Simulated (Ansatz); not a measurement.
Input for Ansatz (a program for electronic structure): U-wB97X-V/cc-pVTZ on ammonia borane (SMILES [BH3-][NH3+]), a point of a bond scan (R = 0.967 Å).

Ansatz 0.2 input:
```yaml
crystal:
  periodic: [false, false, false]
  atoms:
    - {symbol: B, position_ang: [-0.92028643, 0.13156152, -0.01951483]}
    - {symbol: N, position_ang: [0.72087107, -0.10305367, 0.01528619]}
    - {symbol: H, position_ang: [-1.24377575, -0.47123465, -0.70231213]}
    - {symbol: H, position_ang: [-1.06228529, 1.29862046, -0.29795625]}
    - {symbol: H, position_ang: [-1.29883588, -0.14977972, 1.09281033]}
    - {symbol: H, position_ang: [0.94520012, -1.06717851, 0.24390556]}
    - {symbol: H, position_ang: [1.15844162, 0.49379687, 0.71129516]}
    - {symbol: H, position_ang: [1.13746216, 0.11004268, -0.88647256]}
basis:
  gaussian:
    orbitals: cc-pVTZ
hamiltonian:
  xc: {name: wB97X-V}
magnetization: {spin_polarized: true, initial_magnetization: 0}
```

Program output:

```
WARN ansatz: RAYON_NUM_THREADS=1 ignored (pool sized by the plan → 1); use --threads N
Functional definition: wB97X-V
integrals: 0.05 GiB planned
747 factors; their error is unknown
integrals: 0.09 GiB planned
192 factors; integrals over basis functions are off by at most 1.6e-5 eV
mean field: 0.72 GiB planned
mean field evaluation 1: about -2260.5490 eV, gradient 2.6e1 eV
mean field evaluation 2: about -2262.2200 eV, gradient 1.8e1 eV
mean field evaluation 4: about -2263.4675 eV, gradient 6.5e-1 eV
mean field evaluation 8: about -2263.4653 eV, gradient 3.0e-3 eV
mean field -2263.46526146 eV, -83.1808141266 hartree, gradient 4.9e-6 eV, S^2 0.000000; 0 other end points of the search recorded, 0 dependent functions left out
reference -2263.46525969 eV, -83.1808140618 hartree; 9, 9 occupied and 135, 135 virtual orbitals, 747 factors
Total energy: -2263.46525969 eV, -83.1808140618 hartree
```

The run converged.

Cost: very roughly 5 core-seconds.
